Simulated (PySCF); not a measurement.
CH₇FOSi₂, SMILES FC[SiH2]O[SiH3].

Coordinates come from a B3LYP-D3(BJ)/def2-SVP optimisation. Other conformers were not sampled.

Two levels are set side by side: PBE/def2-TZVP (PySCF) and B3LYP/def2-TZVP (PySCF). Same geometry, gas phase. Differences are taken from unrounded values.

```
quantity                     B3LYP
---------------------------  -----
orbital gap (eV)              7.68
highest occupied level (eV)  -8.27
lowest empty level (eV)      -0.59
dipole moment (D)             1.59
mean polarisability (bohr³)   66.6
```

Task: What does PBE give, and how far is it from B3LYP? (An estimate is asked for; the answer gives what the named calculation found.)

Result: 
```
quantity                       PBE  PBE minus B3LYP
---------------------------  -----  ---------------
orbital gap (eV)              5.73            -1.95
highest occupied level (eV)  -7.01             1.27
lowest empty level (eV)      -1.28            -0.69
dipole moment (D)             1.43            -0.16
mean polarisability (bohr³)   69.5              2.9
```

Without exact exchange PBE keeps part of each electron's self-repulsion, which lifts occupied levels and narrows the gap. PBE's more diffuse valence density responds more strongly to a field. Differences between two approximate levels are no errors against the true value.

Rough cost on one machine, each run with all the roots and properties that it gave: B3LYP against PBE within a factor of 2.
